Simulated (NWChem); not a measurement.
System: CH3ISe; SMILES C[Se]I

```xyz
6

Se    -0.4104     1.3162     0.0000
I      0.0014    -1.1795     0.0000
C      1.4328     1.9259     0.0000
H      1.3683     3.0251     0.0000
H      1.9561     1.5908    -0.9043
H      1.9561     1.5908     0.9043
```
Atoms are numbered in this order, from 1.

Results from NWChem. Medium grid unless said otherwise, to which SCAN and Minnesota functionals are sensitive. Structure relaxed at the PBE0/def2-SVP level. def2 effective core potentials on I; no spin-orbit coupling. Total energies of different functionals are on different scales.

```
level               energy (Ha)  highest occupied level (eV)  orbital gap (eV)  dipole (D)
------------------  -----------  ---------------------------  ----------------  ----------
B3LYP/def2-SVP       -2738.9838                        -6.03              3.39        1.74
PBE/def2-SVP         -2738.4240                        -5.12              1.87        1.73
RPBE/def2-SVP        -2738.7805                        -5.09              1.91        1.70
M06/def2-SVP         -2738.7979                        -6.34              4.06        1.65
B3PW91/def2-SVP      -2738.9959                        -6.14              3.43        1.83
r2SCAN0/def2-SVP     -2738.8988                        -6.50              4.00        1.91
HCTH/407/def2-SVP    -2740.8894                        -5.23              1.91        1.66
CAM-B3LYP/def2-SVP   -2738.9487                        -7.53              6.15        1.78
r2SCAN/def2-SVP      -2738.9372                        -5.44              2.18        1.87
MN15/def2-SVP        -2738.3588                        -6.88              4.99        1.75
N12/def2-SVP         -2740.9743                        -4.88              1.87        1.62
```
